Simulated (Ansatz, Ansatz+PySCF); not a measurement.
```tsv
atom	x (Å)	y (Å)	z (Å)
N	1.2201	0.0119	0.0306
C	0.3452	1.0838	-0.0209
C	-0.9177	0.6646	0.0077
C	-0.9372	-0.6804	-0.0437
C	0.3509	-1.1269	0.0478
H	2.2273	0.0360	-0.0176
H	0.7050	2.2027	0.0277
H	-1.8086	1.3112	0.0318
H	-1.8483	-1.3300	-0.0487
H	0.7256	-2.1909	-0.0327
```

Basis set: def2-SVP (spherical functions). Left uncorrelated: 5 orbitals. Charge 0, multiplicity 1.

Computed with Ansatz (development build ahead of 0.2.0); each method stands on the lowest determinant of its kind that the runs found. Restricted open shells among the atoms or ions are ROHF, correlated in semicanonical orbitals with singles.

The atomization energy at this shape (free ground-state atoms in the same class of orbitals less the molecule, no zero-point energy) of singlet C4H5N:

```
method  atomization energy
   RHF       3257.1 kJ/mol
```

What does RHF-MP2 give?

4329.1 kJ/mol. Caution: the shape is not the minimum.
